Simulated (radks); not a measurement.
Results of a calculation; reference values are marked as such.
All-electron atom: the lead ion Pb20+ in [Kr] 4d10 4f14 5s2 (the NIST ground configuration).

Level of theory: scalar-relativistic Kohn-Sham, LB94 model potential, spin-polarised, spherical densities, finite nucleus; Fermi nuclear charge, rms radius 5.5012 fm (a radial shooting solver on a logarithmic mesh with Libxc functionals).

Energy parts (hartree):
part                   energy
kinetic            23475.4759
electron-nucleus  -50698.2751
Hartree             6865.4338
(The LB94 potential has no energy functional, so no total or exchange-correlation energy is given.)

Orbitals (lengths in bohr, moments of r in powers of bohr; <r^-3> diverges for s and p1/2):
orbital  occ.  eigenvalue (hartree)       <r^4>  <r^-3>
1s          2             -3265.480   3.516e-07       -
2s          2             -599.6171  0.00005062       -
2p          6             -517.3650  0.00004194   29760
3s          2             -157.5395    0.001809       -
3p          6             -133.9294    0.002013    6909
3d         10             -109.7999    0.001540   841.1
4s          2             -48.90802     0.03926       -
4p          6             -41.16012     0.05203    1705
4d         10             -32.16441     0.06720   185.5
4f         14             -22.19977     0.08841   39.29
5s          2             -21.36223      0.6021       -
5p          0             -18.72587      0.8338   473.7
6s          0             -12.23748       4.877       -

The highest occupied level is 5s at -581.30 eV. The electron density at the nucleus is 2.959e+06 e/bohr^3 (large components only). For comparison, the ionisation energy in NIST's Atomic Spectra Database is 570 eV (theoretical). In exact Kohn-Sham theory the highest level is minus the ionisation energy, but local and semilocal functionals leave it too shallow, through self-interaction and a potential that decays too fast; potentials with the right tail come closer.

Beside tabulated values, note that scalar-relativistic runs lack spin-orbit coupling.
